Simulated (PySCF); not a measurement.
Ge(H)(OH)(NH2)2 (GeH6N2O), SMILES [NH2][GeH]([NH2])[OH]. Atoms are numbered in the order given.

```xyz
10

Ge     0.0445     0.1292    -0.2292
N     -0.7921    -1.4362    -0.6650
N      1.4769    -0.3688     0.7794
O     -0.8139     1.2210     0.9070
H      0.2583     0.8890    -1.5635
H     -1.5598    -1.3731    -1.3296
H     -1.0732    -2.0048     0.1316
H      2.1535    -0.9729     0.3202
H      1.9530     0.3895     1.2617
H     -1.4374     1.8041     0.4560
```

The structure is a stationary point at B3LYP-D3(BJ)/def2-SVP. The structure was generated by enumeration, and PubChem lists no compound with its InChIKey, so it may never have been made. One conformer was computed; it need not be the lowest.

All values below come from PBE/def2-TZVP (PySCF).

The molecule is in vacuum.

```
Quantity                                                                                                        Value
---------------------------------------------------------------------------------------------  ----------------------
total energy                                                                                      -2264.94897 hartree
highest occupied level                                                                                       -5.86 eV
lowest empty level                                                                                           -0.17 eV
orbital gap                                                                                                   5.69 eV
dipole moment                                                                                                  1.45 D
quadrupole, principal values (traceless, Buckingham form, about the centre of nuclear charge)  -9.10, -0.24, 9.33 D·Å
mean static polarisability                                                                       50.4 bohr³ (7.47 Å³)
polarisability, principal values                                                               45.5, 52.4, 53.3 bohr³
```
